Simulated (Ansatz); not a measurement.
A nudged elastic band was laid between two geometries of BClF2 + ClH (6 atoms, charge 0, multiplicity 1).

Theory: RKS CAM-B3LYP-D4/def2-SVP in Ansatz.

* movable images: 5
* climbing image: yes
* spring: 5.0 eV/Å²
* optimiser: quadratic models (default)
* start path: through a guess of the saddle point
* force threshold: 0.05 eV/Å
* iteration limit: 60
* end points: relaxed

Initial state:

```xyz
6
Properties=species:S:1:pos:R:3
B -0.041 0.307 -0.087
F -0.054 0.512 1.213
F 1.105 0.097 -0.679
Cl -1.517 0.417 -1.006
Cl -0.212 -2.603 0.975
H -0.169 -1.819 1.996
```

Final state:

```xyz
6
Properties=species:S:1:pos:R:3
B -0.092 -0.531 -0.392
F -0.088 0.113 1.942
F 1.095 -0.008 -0.545
Cl -1.509 0.336 -0.912
Cl -0.205 -2.218 0.124
H -0.090 -0.782 2.194
```

Problem. Which bonds break or form, and what moves?

Solution. Bonds broken: B1–F2, Cl5–H6. Bonds formed: B1–Cl5, F2–H6. BClF2 + ClH becomes BCl2F + FH.

Problem. What energy profile does the band end with?

Solution. The forces met the threshold. The highest image is number 4 of 0 to 6, 121.1 kJ/mol above the first end and 45.7 kJ/mol above the last; the last end lies 75.4 kJ/mol above the first. A vibrational analysis at the climbing image gives one clearly imaginary mode, 921i cm⁻¹: a first-order saddle point. The orbitals stay closed-shell, which can raise the energy where a bond breaks towards radicals; this wasn't checked here.

```tsv
image	path coordinate (Å)	energy (kJ/mol)	B1–F2 (Å)	Cl5–H6 (Å)	B1–Cl5 (Å)
0	0.00	0.0	1.32	1.29	3.10
1	0.36	2.7	1.32	1.29	2.95
2	0.71	19.8	1.34	1.30	2.63
3	1.07	71.7	1.39	1.35	2.27
4	1.43	121.1	1.54	1.58	2.02
5	1.94	86.0	1.94	2.08	1.82
6	2.46	75.4	2.42	2.52	1.77
```

Problem. What is the geometry of the highest image?

Solution. 
```xyz
6
Properties=species:S:1:pos:R:3
B -0.076 -0.261 0.003
F -0.087 0.107 1.498
F 1.113 -0.001 -0.501
Cl -1.532 0.296 -0.817
Cl -0.176 -2.196 0.582
H -0.131 -1.034 1.646
```

Problem. What are the harmonic wavenumbers there?

Solution. 921i, 192, 278, 325, 378, 499, 531, 769, 862, 1047, 1338, 1705 cm⁻¹.

Run time: 7.8 min on 2 threads of Arm Neoverse N1 (shared host), peak memory 0.19 GiB.
